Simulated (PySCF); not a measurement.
C₄H₆Cl₂, SMILES C=CCC(Cl)Cl.

Geometry optimised at ωB97X-D3(BJ)/def2-SVP. One conformer was computed; it need not be the lowest.

Vertical ionisation energy (IE) and electron affinity (EA) in eV. Rows of orbital energies are one-electron estimates. Where ΔSCF, EOM or ADC give a negative EA the extra electron is unbound and the value depends on the basis.

| level | IE | EA |
|---|---|---|
| −ε(HOMO), −ε(LUMO), CAM-B3LYP/def2-TZVP (PySCF) | 9.24 | -0.74 |
| −ε(HOMO), −ε(LUMO), PBE/def2-TZVP (PySCF) | ___ | ___ |

**Question.** Fill in the missing entries. (The exact figures need the calculation; the answer reports its results.)

**Answer.** 
- −ε(HOMO), −ε(LUMO), PBE/def2-TZVP (PySCF), IE: 6.75
- −ε(HOMO), −ε(LUMO), PBE/def2-TZVP (PySCF), EA: 1.46
